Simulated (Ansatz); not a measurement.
Tetramethylammonium trifluoroacetate (C6H12F3NO2) was relaxed with PBE0-D4 (def2-SVP) in Ansatz in these states: charge -1 doublet, neutral singlet. The geometries follow in no particular order.

A:

```tsv
atom	x (Å)	y (Å)	z (Å)
C1	0.3189	-0.0025	1.6573
N2	-0.3587	-1.0705	0.8624
C3	-1.5608	-0.4922	0.1884
C4	-0.7661	-2.1860	1.7464
C5	0.5974	-1.5567	-0.1772
H6	-0.4093	0.4353	2.3514
H7	1.1463	-0.4590	2.2163
H8	0.7114	0.7386	0.9355
H9	-1.2439	0.3344	-0.4918
H10	-2.0502	-1.2921	-0.3827
H11	-2.2426	-0.1199	0.9642
H12	0.1219	-2.6065	2.2353
H13	-1.4630	-1.8076	2.5052
H14	-1.2602	-2.9600	1.1453
H15	1.4307	-2.0630	0.3275
H16	0.9671	-0.6662	-0.7186
H17	0.0731	-2.2586	-0.8377
O18	1.3807	1.2739	-0.8352
C19	0.5353	1.8686	-1.5376
O20	-0.6841	1.6777	-1.6346
C21	1.0725	3.0255	-2.4192
F22	0.7555	2.8336	-3.7050
F23	0.5319	4.1924	-2.0440
F24	2.3962	3.1609	-2.3516
```

B:

```xyz
24

C    -0.614    0.754   -1.445
N     0.721    0.106   -1.303
C     1.460    0.742   -0.173
C     1.510    0.258   -2.582
C     0.511   -1.339   -1.000
H    -0.427    1.830   -1.632
H    -1.096    0.280   -2.326
H    -1.175    0.562   -0.516
H     0.883    0.622    0.762
H     2.444    0.234   -0.122
H     1.591    1.807   -0.450
H     0.896   -0.240   -3.372
H     1.617    1.358   -2.739
H     2.484   -0.253   -2.396
H     0.009   -1.772   -1.890
H    -0.123   -1.398   -0.100
H     1.516   -1.784   -0.861
O    -1.700   -0.601    1.319
C    -1.208   -0.151    2.367
O    -0.137    0.428    2.592
C    -2.083   -0.326    3.646
F    -1.420   -0.978    4.618
F    -2.441    0.866    4.162
F    -3.219   -1.006    3.441
```

Q: Judge from the bond lengths which geometry belongs to which state (an estimate).

A: A is the neutral singlet (N2–C4 1.480 Å, C4–H12 1.098 Å, C4–H13 1.098 Å); B is the charge -1 doublet (N2–C4 1.511 Å, C4–H12 1.117 Å, C4–H13 1.116 Å).

At PBE0-D4/def2-SVP the highest occupied level of the relaxed charge -1 doublet lies above zero (up to 2.75 eV). By energy differences it is unbound by 0.89 eV (each at its own geometry, against the charge 0 singlet, at PBE0-D4/def2-TZVP) and held by the finite basis.
